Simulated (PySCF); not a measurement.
WH4, SMILES [WH4] (connectivity only; charge and spin as stated), neutral, multiplicity 3. Geometry optimised at PBE0-D3(BJ)/def2-TZVPD. The multiplicity is an assumed one; other spin states were not compared. The def2 effective core potentials stand for the cores of W; spin–orbit coupling is left out.

All values below come from PBE0-D3(BJ)/def2-TZVPD (PySCF 2.14.0).

Harmonic wavenumbers (cm⁻¹): 587, 587, 587, 691, 691, 1982, 1982, 1982, 2025. Rotational constants (GHz): 64.70, 64.70, 64.70; symmetry number 12.

Problem. Work out the zero-point energy and the ideal-gas rigid-rotor harmonic-oscillator thermochemistry at 298.15 K and 1 atm.

Solution. ZPE = ½ Σ hcν = ½ × 11113 cm⁻¹ = 66.47 kJ/mol. H − E(el) = 78.33 kJ/mol. Entropy in J/(mol K): translation 174.04, rotation 53.50, vibration 8.62, spin 9.13, total 245.29. G − E(el) = 5.19 kJ/mol. Cp = 53.86 J/(mol K).
